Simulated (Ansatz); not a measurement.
CH7BN2Si (`BN[SiH]1CN1`), relaxed with RKS PBE0-D4/def2-TZVP in Ansatz from a PBE-D4/def2-SVP geometry. The force threshold is 0.005 eV/Å; the program also tests the step.

Total charge 0; spin multiplicity 1.

Start:

```xyz
12

B    -0.294    1.593    1.911
N    -0.646    0.748    0.838
Si    0.461   -0.054   -0.269
C     0.194   -1.717   -1.053
N    -0.193   -0.480   -1.809
H    -1.169    2.071    2.610
H     0.884    1.828    2.118
H    -1.642    0.563    0.672
H     1.839    0.472   -0.044
H    -0.644   -2.401   -0.807
H     1.094   -2.274   -1.391
H     0.117   -0.350   -2.776
```

```tsv
step	energy (eV)	largest force (eV/Å)	largest move (Å)
1	-12678.7361	0.515	0.000
2	-12678.8022	0.381	0.034
3	-12678.8159	0.119	0.027
4	-12678.8163	0.068	0.009
5	-12678.8167	0.025	0.005
6	-12678.8167	0.052	0.017
7	-12678.8169	0.013	0.006
8	-12678.8170	0.004	0.004
```

End:

```xyz
12

B    -0.285    1.570    1.882
N    -0.649    0.723    0.828
Si    0.434   -0.053   -0.271
C     0.187   -1.697   -1.021
N    -0.188   -0.462   -1.797
H    -1.131    2.040    2.587
H     0.876    1.809    2.057
H    -1.633    0.535    0.690
H     1.791    0.483   -0.057
H    -0.651   -2.358   -0.809
H     1.069   -2.241   -1.361
H     0.179   -0.348   -2.728
```

It took 30 s on 4 threads of an Arm Neoverse V1 on a shared host, with 0.49 GiB of host memory at the peak.
